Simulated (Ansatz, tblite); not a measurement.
Cost and result up the ladder for `Sc1ccc(-c2ccc(-c3ccc(-c4ccc(S)[se]4)[se]3)[se]2)[se]1` (32 atoms). Total charge 0; singlet. Geometry: PBE-D4/def2-SVP.

```xyz
32

S     5.114   -6.490    3.752
C     4.449   -5.163    2.808
C     5.039   -4.394    1.818
C     4.205   -3.385    1.262
C     2.916   -3.294    1.775
C     1.855   -2.392    1.426
C     0.576   -2.285    1.971
C    -0.260   -1.289    1.411
C     0.295   -0.532    0.380
C    -0.293    0.536   -0.376
C     0.260    1.291   -1.410
C    -0.575    2.286   -1.971
C    -1.853    2.395   -1.423
C    -2.915    3.295   -1.773
C    -4.205    3.385   -1.262
C    -5.041    4.390   -1.822
C    -4.452    5.159   -2.813
S    -5.120    6.480   -3.762
Se   -2.667    4.622   -3.118
Se   -2.070    1.116   -0.036
Se    2.074   -1.109    0.043
Se    2.666   -4.621    3.118
H     6.316   -6.512    3.109
H     6.077   -4.553    1.491
H     4.558   -2.707    0.470
H     0.241   -2.938    2.792
H    -1.288   -1.117    1.764
H     1.287    1.116   -1.765
H    -0.243    2.936   -2.794
H    -4.558    2.707   -0.469
H    -6.081    4.545   -1.499
H    -6.310    6.524   -3.098
```

Ansatz on 2 threads of AMD EPYC 7R13 on a shared host and a share (18 GiB) of an NVIDIA H100 80GB HBM3; xTB runs through tblite on one thread. Times are rough, summed over both states, and most runs start from the orbitals of an earlier one. PBE0-D4/def2-TZVP serves as the yardstick here, not as an exact answer. The other state is a triplet.

The xTB rows come from tblite. Single mean-field runs in def2-TZVP are fitted with def2-universal-jkfit.

xTB has no spin-polarisation term.

| level | functions | wall time |
| --- | --- | --- |
| GFN1-xTB | 138 | 0.2 s |
| GFN2-xTB | 128 | 0.2 s |
| PBE-D4/def2-TZVP | 822 | 28 s |
| PBE0-D4/def2-TZVP | 822 | 48 s |

(1) Estimate what each level gives for the vertical triplet (eV).

Answers

(1) 
```
            level  vertical triplet (eV)  difference from PBE0-D4/def2-TZVP (eV)
         GFN1-xTB                   1.55                                    0.04
         GFN2-xTB                   1.46                                   -0.05
 PBE-D4/def2-TZVP                   1.37                                   -0.14
PBE0-D4/def2-TZVP                   1.51                                    0.00
```
